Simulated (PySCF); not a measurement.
PySCF 2.14 output of an unrestricted PBE calculation on a single atom or ion in def2-QZVPPD with the def2 core potential (28 electrons), with scalar relativity through the core potential:

```
SCF conv_tol = 1e-09
number electrons alpha = 12  beta = 10
    J. P. Perdew, K. Burke, and M. Ernzerhof.,  Phys. Rev. Lett. 77, 3865 (1996)
    J. P. Perdew, K. Burke, and M. Ernzerhof.,  Phys. Rev. Lett. 78, 1396 (1997)
    J. P. Perdew, K. Burke, and M. Ernzerhof.,  Phys. Rev. Lett. 77, 3865 (1996)
    J. P. Perdew, K. Burke, and M. Ernzerhof.,  Phys. Rev. Lett. 78, 1396 (1997)
cycle= 1 E= -190.132934851422  delta_E= -0.0124  |g|= 0.0689  |ddm|= 0.318
cycle= 2 E= -190.133283788656  delta_E= -0.000349  |g|= 0.065  |ddm|= 0.158
cycle= 3 E= -190.134278172876  delta_E= -0.000994  |g|= 0.00615  |ddm|= 0.0481
cycle= 4 E= -190.134317225523  delta_E= -3.91e-05  |g|= 0.000408  |ddm|= 0.0224
cycle= 5 E= -190.134317370873  delta_E= -1.45e-07  |g|= 5.43e-05  |ddm|= 0.00257
cycle= 6 E= -190.134317373262  delta_E= -2.39e-09  |g|= 6.91e-06  |ddm|= 0.000268
cycle= 7 E= -190.13431737334  delta_E= -7.79e-11  |g|= 5e-07  |ddm|= 6e-05
converged SCF energy = -190.13431737334  <S^2> = 2.0017284  2S+1 = 3.001152
```

The run itself started from symmetry-adapted Hartree-Fock orbitals and held the occupation by maximum overlap, on a logarithmic radial grid, so the iterations belong to that start.

Which element, charge and spin multiplicity is this?

In⁻ (indium, charge -1), multiplicity 3; the state was [Kr] 4d10 5s2 5p2, high-spin 3P determinant.

Energies and moments cover only the electrons outside the core potential. At PBE the highest occupied level has a positive energy, so only the finite basis holds that electron; in a semilocal or global hybrid functional this comes from self-interaction and does not mean that the real anion is unbound.
